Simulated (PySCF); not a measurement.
Species: sum formula Si₂H₄Cl (charge 0, doublet). It need not be the lowest isomer of its formula. 
Geometry from a B3LYP-D3(BJ)/def2-TZVP (Ansatz) optimisation:
SMILES: [SiH2][SiH2]Cl
```xyz
7

Si    -1.8714    -0.3051    -0.1831
Si     0.3830    -0.7022     0.2553
Cl     1.4370     1.0385    -0.1541
H     -2.7134    -1.5227    -0.0529
H     -2.4422     0.8042     0.6205
H      0.8978    -1.7741    -0.6243
H      0.6672    -1.0591     1.6650
```
Charge 0, spin multiplicity 2.

Dispersion corrections to the total energy (kcal/mol) from the dftd3 and dftd4 libraries through PySCF: D3(BJ) without and D4 with the three-body term, each with the damping fitted for the functional named.

| functional | D3(BJ) | D4 |
|---|---|---|
| BHLYP | -6.65 | ? |
| PBE0 | -3.68 | -3.37 |
| PBE | -3.98 | ? |
| HF | -31.89 | -12.74 |
| r2SCAN | -1.11 | -0.89 |
| BP86 | -7.49 | -5.54 |
| B2GP-PLYP | ? | -1.70 |

### Question
What belongs in the gaps?

### Answer

- BHLYP, D4: -5.63
- PBE, D4: -3.96
- B2GP-PLYP, D3(BJ): -4.44
